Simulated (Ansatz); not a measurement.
`[CH3][SnH3]` + `[NH2][SbH][OH]` → `C[O][SbH][NH2]` + `[SnH4]`  (substitution at a C–Sn bond)

Program: Ansatz. Geometries: PBE0-D4/def2-TZVP. ΔE: electronic, gas phase. CBS: MP2 limit from def2 TZ/QZ plus the TZ coupled-cluster correction, frozen cores. Functionals use def2-TZVPP. B3LYP here is the variant with VWN-RPA as its local correlation; programs differ in this. def2 core potentials past Kr. For Sb, Sn outer-core shells are correlated without core-valence functions, which leaves a few kJ/mol of doubt a bond. One conformer a species, not always the lowest.

`[CH3][SnH3]`:

Cartesian coordinates in Å:
```
C -0.361 0.500 -0.971
Sn 0.310 -0.430 0.835
H -1.087 1.280 -0.741
H -0.829 -0.240 -1.620
H 0.484 0.947 -1.496
H 1.039 0.729 1.858
H -1.010 -1.138 1.657
H 1.455 -1.648 0.478
```

`[NH2][SbH][OH]`:

Cartesian coordinates in Å:
```
N -0.067 0.225 1.222
Sb -0.179 -0.956 -0.399
O -0.312 0.470 -1.751
H -0.539 -0.105 2.050
H 0.815 0.654 1.457
H 1.509 -1.022 -0.696
H -1.226 0.735 -1.884
```

`C[O][SbH][NH2]`:

```xyz
10

C     0.619   -0.763    1.421
O     1.060   -0.317    0.165
Sb   -0.143   -0.566   -1.385
N    -1.257    1.109   -1.316
H     1.467   -0.739    2.112
H    -0.169   -0.119    1.836
H     0.236   -1.794    1.398
H     1.032    0.176   -2.381
H    -0.759    1.964   -1.107
H    -2.086    1.049   -0.742
```

`[SnH4]`:

Z-matrix (Å, degrees):
```
Sn
H 1 1.704
H 1 1.704 2 109.5
H 1 1.704 2 109.5 3 -120.0
H 1 1.704 2 109.5 3 120.0
```

```json
{"level": "B3LYP-D4", "ΔE (eV)": "0.69"}
{"level": "CCSD/CBS(def2)", "ΔE (eV)": "0.84"}
```

What does CCSD(T)/CBS give? (Best estimate.)

Computed: +0.85 eV. The listed levels differ from it by -0.16, -0.01 eV.

Largest T1 diagnostic among the species: 0.014.

In def2-TZVPP, CCSD(T) changes the Hartree–Fock value by +0.11 eV (the triples alone add +0.00 eV) and MP2 by +0.19 eV.
